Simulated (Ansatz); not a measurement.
Z-matrix (Å, degrees):
```
N
Al 1 1.758
H 1 1.006 2 123.5
H 1 1.006 2 125.8 3 180.0
N 2 1.758 1 123.6 3 -180.0
Br 2 2.258 1 118.2 3 -0.0
H 5 1.006 2 125.8 1 -0.0
H 5 1.006 2 123.5 1 179.9
```

Total charge 0; spin multiplicity 1.

(1) List the r2SCAN/def2-TZVPP orbital energies in eV (Ansatz 0.2.0). (An estimate is asked.)

Answers

(1) Computed: Occupied: -13121.41, -1694.64, -1525.38, -1525.35, -1525.35, -1517.08, -384.58, -384.58, -234.30, -174.47, -174.35, -174.34, -110.58, -70.88, -70.78, -70.67, -68.32, -68.29, -68.28, -68.19, -68.19, -21.77, -21.54, -19.48, -12.34, -12.12, -11.41, -9.82, -8.81, -7.61, -7.35, -6.66, -6.17. Lowest empty: -0.48, 0.35, 1.33, 1.43, 2.52, 2.76, 3.17, 3.76.
